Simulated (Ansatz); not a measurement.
Consider the substitution at a C–C bond: `CC(C)OBS` + `C[S][Ge][OH]` → `C[O][Ge][S]C` + `CCOBS`.

Gas-phase electronic energies from Ansatz, PBE0-D4/def2-TZVP geometries. CCSD(T)/CBS is the MP2 limit (def2-TZVPP, def2-QZVPP) plus CCSD(T) − MP2 in def2-TZVPP, frozen cores. DFT in def2-TZVPP. For Ge outer-core shells are correlated without core-valence functions, which leaves a few kJ/mol of doubt a bond. Scalar relativity is left out up to krypton. One conformer a species, not always the lowest.

**Question.** Is it downhill or uphill in electronic energy at CCSD(T)/CBS, and by how much? (Estimate.)

**Answer.** The calculation gave: Uphill: ΔE = +76.2 kJ/mol.

**Question.** What do these levels give: PBE-D4, r2SCAN-D4, PBE0-D4, ωB97X-V, PBE, r2SCAN, MP2/def2-TZVPP, CCSD/def2-TZVPP, HF/def2-QZVPP, MP2/def2-QZVPP, HF/CBS(def2), CCSD/CBS(def2)? (Estimate.)

**Answer.** Ansatz gave: PBE-D4 68.4, r2SCAN-D4 71.9, PBE0-D4 71.8, ωB97X-V 71.0, PBE 67.5, r2SCAN 71.6, MP2/def2-TZVPP 78.3, CCSD/def2-TZVPP 73.0, HF/def2-QZVPP 65.3, MP2/def2-QZVPP 80.2, HF/CBS(def2) 65.3, CCSD/CBS(def2) 76.3 kJ/mol.

Largest T1 diagnostic among the species: 0.015.

From PBE to PBE0 (25 % exact exchange), in def2-TZVPP and without D4, ΔE moves by +3.6 kJ/mol. In def2-TZVPP, CCSD(T) changes the Hartree–Fock value by +7.5 kJ/mol (the triples alone add −0.0 kJ/mol) and MP2 by +12.8 kJ/mol.
